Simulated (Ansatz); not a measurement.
The inner images of a band of F2Ge2H4 + H (9 atoms, charge 0, multiplicity 2) are given out of order.

Theory: UHF/def2-SVP in Ansatz 0.2.0.

First end point:

```xyz
9
Properties=species:S:1:pos:R:3
Ge -0.064 0.022 -0.216
H -0.276 -0.495 1.203
F 1.634 0.218 -0.420
Ge -1.196 2.046 -0.995
H -2.708 1.843 -0.864
H -0.752 3.222 -0.121
H -0.812 2.287 -2.454
F -0.455 -1.278 -1.276
H 0.169 -0.134 4.871
```

Last end point:

```xyz
9
Properties=species:S:1:pos:R:3
Ge -0.082 -0.157 -0.744
H 0.097 -0.445 3.728
F 1.616 0.073 -0.969
Ge -1.214 2.051 -1.087
H -2.722 1.801 -1.039
H -0.785 2.966 0.061
H -0.791 2.625 -2.439
F -0.477 -1.171 -2.087
H -0.102 -0.014 4.304
```

Question: Put them in order from the first end to the last, with their energies above the first end.
A.
```xyz
9
Properties=species:S:1:pos:R:3
Ge -0.078 0.125 -0.054
H -0.287 -0.233 1.411
F 1.620 0.295 -0.283
Ge -1.208 2.057 -1.043
H -2.721 1.841 -0.944
H -0.810 3.310 -0.259
H -0.778 2.178 -2.504
F -0.474 -1.280 -0.966
H 0.276 -0.564 4.368
```
B.
```xyz
9
Properties=species:S:1:pos:R:3
Ge -0.119 -0.045 -0.521
H 0.030 -0.691 3.591
F 1.585 0.163 -0.725
Ge -1.238 2.105 -1.154
H -2.747 1.867 -1.096
H -0.821 3.156 -0.124
H -0.795 2.504 -2.562
F -0.474 -1.212 -1.745
H 0.118 -0.118 4.062
```
C.
```xyz
9
Properties=species:S:1:pos:R:3
Ge 0.026 0.131 -0.186
H -0.090 -0.382 2.830
F 1.692 0.280 -0.620
Ge -1.219 2.106 -1.083
H -2.707 1.844 -0.843
H -0.756 3.325 -0.284
H -0.911 2.270 -2.571
F -0.446 -1.278 -1.068
H -0.050 -0.564 3.552
```
D.
```xyz
9
Properties=species:S:1:pos:R:3
Ge -0.008 0.152 0.141
H -0.108 -0.203 1.789
F 1.676 0.297 -0.202
Ge -1.195 2.048 -0.891
H -2.699 1.804 -0.749
H -0.797 3.324 -0.145
H -0.795 2.134 -2.363
F -0.449 -1.297 -0.682
H -0.086 -0.529 2.830
```
E.
```xyz
9
Properties=species:S:1:pos:R:3
Ge 0.011 0.162 -0.037
H -0.106 -0.316 2.384
F 1.698 0.278 -0.389
Ge -1.213 2.090 -1.007
H -2.703 1.827 -0.778
H -0.769 3.329 -0.227
H -0.868 2.211 -2.489
F -0.442 -1.306 -0.827
H -0.068 -0.546 3.096
```
F.
```xyz
9
Properties=species:S:1:pos:R:3
Ge -0.040 0.077 -0.339
H -0.072 -0.537 3.237
F 1.640 0.251 -0.703
Ge -1.231 2.120 -1.161
H -2.731 1.861 -1.012
H -0.797 3.287 -0.272
H -0.853 2.367 -2.622
F -0.483 -1.248 -1.357
H 0.106 -0.448 3.956
```
G.
```xyz
9
Properties=species:S:1:pos:R:3
Ge -0.007 0.158 0.040
H -0.127 -0.117 1.530
F 1.675 0.306 -0.300
Ge -1.200 2.044 -0.960
H -2.703 1.816 -0.782
H -0.780 3.325 -0.233
H -0.836 2.123 -2.442
F -0.462 -1.295 -0.764
H -0.019 -0.630 3.638
```

Answer: A (+0.4 kJ/mol), G (+5.5 kJ/mol), D (+52.4 kJ/mol), E (-30.4 kJ/mol), C (-50.1 kJ/mol), F (-54.2 kJ/mol), B (-54.9 kJ/mol).

Time of the run: 11 min on 4 threads of Intel(R) Xeon(R) Platinum 8259CL CPU @ 2.50GHz (Skylake/Cascade Lake), on a shared host, peak memory 0.46 GiB.
